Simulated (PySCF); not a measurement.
C8H12O2Si.
Atom-mapped SMILES: `[CH3:1][O:2][SiH2:3][O:4][CH2:5][c:6]1[cH:7][cH:8][cH:9][cH:10][cH:11]1` (hydrogens: H12, H13, H14 on C1; H15, H16 on Si3; H17, H18 on C5; H19 on C7; H20 on C8; H21 on C9; H22 on C10; H23 on C11)

Method: PBE0-D3(BJ)/def2-SVP geometry optimisation, gas phase in PySCF 2.14.0; density fitting, grid level 1; the optimiser is geomeTRIC in internal coordinates, started from a GFN2-xTB structure with every atom displaced at random (about 0.01 Å).

Step 30: E = -20435.9473 eV
```
atom  x, y, z in Å  |  force x, y, z in eV/Å
C1      1.8941   -0.8911   -1.1045    0.160   0.092  -0.106
O2      2.4407    0.2919   -0.5649   -0.073  -0.226  -0.149
Si3     2.6453    0.6072    1.0416   -0.342  -0.102   0.160
O4      1.2175    0.3799    1.9024    0.426   0.280  -0.216
C5      0.0894    1.1485    1.5689   -0.187  -0.252   0.032
C6     -0.8060    0.4506    0.5718   -0.191   0.116   0.179
C7     -0.8408   -0.9430    0.4656   -0.110   0.162   0.155
C8     -1.7137   -1.5649   -0.4234   -0.016  -0.130  -0.003
C9     -2.5612   -0.8061   -1.2280    0.027  -0.019   0.067
C10    -2.5310    0.5820   -1.1227   -0.120   0.143  -0.058
C11    -1.6678    1.2053   -0.2243    0.022   0.043  -0.174
H12     2.1530   -1.7921   -0.5185    0.060   0.029   0.044
H13     0.7957   -0.8260   -1.1407    0.166  -0.007  -0.145
H14     2.2788   -1.0367   -2.1270    0.017   0.070   0.050
H15     3.0277    2.0405    1.0847    0.084   0.028   0.043
H16     3.6284   -0.3130    1.6795   -0.064   0.023   0.004
H17    -0.4789    1.3263    2.5006    0.006  -0.033  -0.016
H18     0.3434    2.1526    1.1720    0.141  -0.084   0.039
H19    -0.1565   -1.5269    1.0793    0.012  -0.088   0.096
H20    -1.7239   -2.6558   -0.4954   -0.004   0.004   0.004
H21    -3.2418   -1.2938   -1.9299    0.011   0.008   0.000
H22    -3.1874    1.1916   -1.7480   -0.013   0.002  -0.019
H23    -1.6469    2.2990   -0.1634   -0.014  -0.058   0.012
```

Step 31: E = -20436.0183 eV
```
atom  x, y, z in Å  |  force x, y, z in eV/Å
C1      2.1044   -0.9559   -1.1332    0.049   0.088  -0.010
O2      2.4885    0.2717   -0.5605    0.000  -0.174  -0.116
Si3     2.6328    0.5852    1.0541   -0.291  -0.079   0.083
O4      1.1789    0.3952    1.8680    0.313   0.201  -0.132
C5      0.0636    1.1799    1.5314   -0.099  -0.210   0.025
C6     -0.8629    0.4796    0.5659   -0.087   0.082   0.068
C7     -0.8698   -0.9113    0.4326    0.002   0.129   0.074
C8     -1.7633   -1.5358   -0.4348    0.002  -0.104  -0.023
C9     -2.6624   -0.7814   -1.1853    0.031  -0.006   0.042
C10    -2.6597    0.6055   -1.0540   -0.098   0.108  -0.039
C11    -1.7712    1.2303   -0.1825   -0.009   0.044  -0.126
H12     2.3778   -1.8260   -0.5079    0.040   0.028   0.038
H13     1.0137   -0.9847   -1.2864    0.043  -0.002  -0.053
H14     2.6020   -1.0758   -2.1092   -0.003   0.058   0.040
H15     3.0522    2.0083    1.1159    0.059   0.011   0.024
H16     3.5656   -0.3657    1.7210   -0.043   0.025   0.002
H17    -0.4855    1.3983    2.4659    0.001  -0.029  -0.015
H18     0.3436    2.1637    1.1036    0.093  -0.062   0.033
H19    -0.1516   -1.4932    1.0092    0.016  -0.070   0.083
H20    -1.7526   -2.6248   -0.5288   -0.001  -0.001   0.004
H21    -3.3595   -1.2706   -1.8697    0.006   0.004   0.004
H22    -3.3550    1.2110   -1.6403   -0.012   0.003  -0.011
H23    -1.7716    2.3226   -0.0995   -0.010  -0.044   0.007
```

Step 32: E = -20436.0397 eV
```
atom  x, y, z in Å  |  force x, y, z in eV/Å
C1      2.2026   -0.9391   -1.1805    0.066   0.000   0.016
O2      2.5488    0.2703   -0.5585   -0.053  -0.026  -0.028
Si3     2.6289    0.5621    1.0648   -0.097  -0.009   0.054
O4      1.1651    0.3896    1.8516    0.090   0.075  -0.128
C5      0.0516    1.1782    1.5188   -0.043  -0.041   0.025
C6     -0.8930    0.4893    0.5644   -0.002  -0.003   0.051
C7     -0.9138   -0.9038    0.4621    0.006   0.024   0.004
C8     -1.8166   -1.5372   -0.3904    0.011  -0.007  -0.024
C9     -2.7085   -0.7842   -1.1525   -0.001  -0.015   0.014
C10    -2.6942    0.6065   -1.0526   -0.022   0.025   0.018
C11    -1.7944    1.2380   -0.1966    0.026   0.006  -0.078
H12     2.4582   -1.8217   -0.5652    0.018   0.006   0.012
H13     1.1223   -0.9760   -1.3907   -0.029   0.003  -0.019
H14     2.7489   -1.0229   -2.1332   -0.011   0.015   0.010
H15     3.0687    1.9785    1.1568    0.046   0.001   0.011
H16     3.5281   -0.4071    1.7491   -0.022   0.006   0.001
H17    -0.4909    1.4042    2.4545    0.015  -0.014   0.016
H18     0.3493    2.1554    1.0904    0.025  -0.018   0.011
H19    -0.2019   -1.4826    1.0532   -0.013  -0.020   0.028
H20    -1.8202   -2.6280   -0.4627   -0.004   0.006   0.002
H21    -3.4130   -1.2799   -1.8246    0.002   0.002  -0.001
H22    -3.3860    1.2058   -1.6495   -0.003  -0.002  -0.005
H23    -1.7817    2.3306   -0.1330   -0.004  -0.013   0.008
```

Q: Estimate the geometry and energy of step 33. (The exact step hangs on the optimiser's Hessian estimate; all steps are aligned on step 32, rigid shifts and turns removed.)

A: E = -20436.0502 eV, largest force 0.086 eV/Å
```
atom  x, y, z in Å  |  force x, y, z in eV/Å
C1      2.1714   -0.9354   -1.1960    0.025  -0.027   0.003
O2      2.4726    0.2969   -0.5996   -0.044   0.030   0.004
Si3     2.6057    0.6011    1.0181    0.024  -0.051   0.003
O4      1.1846    0.3952    1.8630    0.018   0.029  -0.078
C5      0.0337    1.1483    1.5815   -0.030  -0.002   0.045
C6     -0.8893    0.4729    0.5977   -0.010   0.024   0.006
C7     -0.9526   -0.9215    0.5234    0.005   0.025  -0.030
C8     -1.8363   -1.5417   -0.3583    0.004  -0.008   0.013
C9     -2.6722   -0.7760   -1.1701    0.000   0.010  -0.009
C10    -2.6148    0.6157   -1.1004    0.006  -0.020  -0.007
C11    -1.7250    1.2342   -0.2248    0.016  -0.011   0.014
H12     2.5196   -1.7932   -0.5909    0.010  -0.001  -0.001
H13     1.0850   -1.0457   -1.3472   -0.006   0.009  -0.005
H14     2.6684   -0.9891   -2.1771   -0.008   0.000  -0.001
H15     3.0351    2.0230    1.0861    0.000  -0.002   0.017
H16     3.5420   -0.3526    1.6704    0.025  -0.004   0.004
H17    -0.5027    1.2964    2.5361   -0.006   0.001  -0.010
H18     0.2906    2.1577    1.2065   -0.015   0.009   0.002
H19    -0.2875   -1.5149    1.1545   -0.009  -0.001   0.024
H20    -1.8727   -2.6328   -0.4109   -0.005   0.001   0.000
H21    -3.3639   -1.2628   -1.8616   -0.002  -0.002   0.002
H22    -3.2592    1.2239   -1.7397   -0.002  -0.003  -0.002
H23    -1.6743    2.3265   -0.1851    0.003  -0.005   0.006
```

The energy changes by -0.0105 eV. The first-order estimate −F·Δx gives -0.0137 eV and the mean of the old and new forces, exact on a quadratic surface, -0.0096 eV. The step makes an angle of 83° with the force vector and moves no atom by more than 0.157 Å.

The cost below is that of the whole optimisation. On one thread, Arm Neoverse V2 (aarch64), shared host, this took 19 min of wall time and 0.97 GiB of memory at its peak.
